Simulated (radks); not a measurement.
Neutral tantalum inside a hard spherical wall (all orbitals vanish at R), configuration held at [Xe] 4f14 5d3 6s2 and not refilled when levels cross. Method: scalar-relativistic Kohn-Sham, LDA (Slater exchange, VWN5 correlation), spin-polarised, spherical densities, finite nucleus; open shells are filled with parallel spins first (spin-orbit coupling, left out, can overturn this in heavy ions); Fermi nuclear charge, rms radius 5.3507 fm; computed with a radial shooting solver on a logarithmic mesh with Libxc functionals. Eigenvalues in eV for spin up, with the zero of energy where the potential of the charges vanishes at infinity; a dash marks a level that is unbound or too diffuse for the functional's potential to be trusted. A positive occupied level is held by the wall or, in an anion where self-interaction has pushed it up, behind a barrier. The pressure on the wall is -dE/dV.

| R (bohr) | E (hartree) | kinetic (hartree) | e(5p) | e(4f) | e(6s) | e(5d) | e(6p, empty) | e(7s, empty) | pressure (GPa) |
|---|---|---|---|---|---|---|---|---|---|
| free | -15593.1502 | 17122.287 | -39.973 | -24.837 | -6.018 | -4.343 | -1.663 | -0.077 | 0 |
| 20 | -15593.1502 | 17122.287 | -39.973 | -24.837 | -6.018 | -4.343 | -1.663 | 0.012 | < 0.0001 |
| 12 | -15593.1501 | 17122.288 | -39.968 | -24.832 | -6.014 | -4.338 | -1.636 | 0.729 | 0.000936 |
| 7 | -15593.1321 | 17122.421 | -39.280 | -24.123 | -5.440 | -3.728 | -0.419 | 7.036 | 1.01 |
| 5 | -15592.9591 | 17123.282 | -36.382 | -21.024 | -2.282 | -1.051 | 4.700 | 23.864 | 21.6 |
| 3.5 | -15591.8400 | 17127.629 | -28.572 | -12.096 | 11.896 | 7.719 | 24.935 | 76.525 | 353 |
| 3 | -15590.3851 | 17133.057 | -22.459 | -4.862 | 27.293 | 15.671 | 45.190 | 123.07 | 1140 |
